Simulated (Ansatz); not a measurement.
## Ansatz (development build ahead of 0.2.0) run

```yaml
crystal:
  periodic: [false, false, false]
  atoms:
    - { symbol: Li, position_ang: [-1.14323, 0.28071, -0.46566] }
    - { symbol: Li, position_ang: [1.00971, -0.14269, 0.69452] }
    - { symbol: F, position_ang: [0.44997, -0.75226, -1.14323] }
    - { symbol: F, position_ang: [-0.40502, 0.61564, 0.94167] }
basis:
  gaussian: { orbitals: def2-SVP }
total_charge: 1
magnetization:
  spin_polarized: true
  initial_magnetization: 1
hamiltonian:
  xc: hf
output:
  forces: true
```

The input is written out in the form of the current development build from the run's settings.

Results

| Item | Value |
| --- | --- |
| Converged | yes |
| Total energy | -213.45723 hartree |
| Spin squared of the determinant | 0.753 |
| Stability test | minimum |

Forces (eV/Å):
| atom | Fx | Fy | Fz |
| --- | --- | --- | --- |
| Li1 | -1.295 | 0.537 | -0.100 |
| Li2 | 0.895 | 0.107 | 1.081 |
| F3 | 0.259 | -0.413 | -0.632 |
| F4 | 0.142 | -0.231 | -0.349 |
